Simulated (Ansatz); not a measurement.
Reaction (cleavage of the Al–Si bond): `[SiH3][Al]1[O][SiH2]1` + HBr → `[Br][Al]1[O][SiH2]1` + SiH₄

Computed with Ansatz on PBE0-D4/def2-TZVP structures; ΔE is electronic, products minus reactants. CCSD(T)/CBS is the MP2 limit (def2-TZVPP, def2-QZVPP) plus CCSD(T) − MP2 in def2-TZVPP, frozen cores. This one scheme is used for every species. DFT in def2-TZVPP. For Br outer-core shells are correlated without core-valence functions, which leaves a few kJ/mol of doubt a bond. Scalar relativity is left out up to krypton.

```
        level  ΔE (eV)
   r2SCANh-D4    -1.53
CCSD/def2-SVP    -1.55
```

Question: What does CCSD(T)/CBS give? (An estimate is asked.)

Answer: The calculation gave: -1.55 eV. The listed levels differ from it by 0.02, 0.00 eV.

Largest T1 diagnostic among the species: 0.016.

From r2SCAN to r2SCAN0 (25 % exact exchange), in def2-TZVPP and without D4, ΔE moves by −0.04 eV. Leaving LDA and LC-ωPBE aside and taking each functional with its dispersion term where it has one, the values, not all of them listed here, spread over 0.28 eV, from BHLYP-D4 to PBE-D4. In def2-TZVPP, CCSD(T) changes the Hartree–Fock value by +0.22 eV (the triples alone add +0.02 eV) and MP2 by +0.10 eV.
